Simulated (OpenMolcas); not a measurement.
## InClF2 (SMILES [F][In]([F])[Cl]): the vertical energy of the triplet above the singlet from total energies

InClF2 has 4 atoms, charge 0, and is taken as a singlet. As SMILES, `[F][In]([F])[Cl]`. The coordinates come from a PBE0-D4/def2-TZVP relaxation.

Both states at this one shape; open shells run unrestricted unless said. 1 Eh = 27.2114 eV.

| level | program | singlet InClF2 (Eh) | triplet InClF2 (Eh) |
| --- | --- | --- | --- |
| TPSS/def2-SVP (core potential) | OpenMolcas | -849.757053 | -849.586340 |
| r2SCAN/def2-SVP (core potential) | OpenMolcas | -849.762308 | -849.585405 |

Problem. Work out the vertical gap, second state less first, at each level.

Solution. 
1. TPSS/def2-SVP (core potential): -849.586340 − (-849.757053) = 0.170713 Eh = 4.65 eV.
2. r2SCAN/def2-SVP (core potential): -849.585405 − (-849.762308) = 0.176903 Eh = 4.81 eV.

No measured value is set beside it here; the levels span 4.65 to 4.81 eV. Spin-orbit coupling, which splits open shells on such heavy atoms by tenths of an eV, is left out.
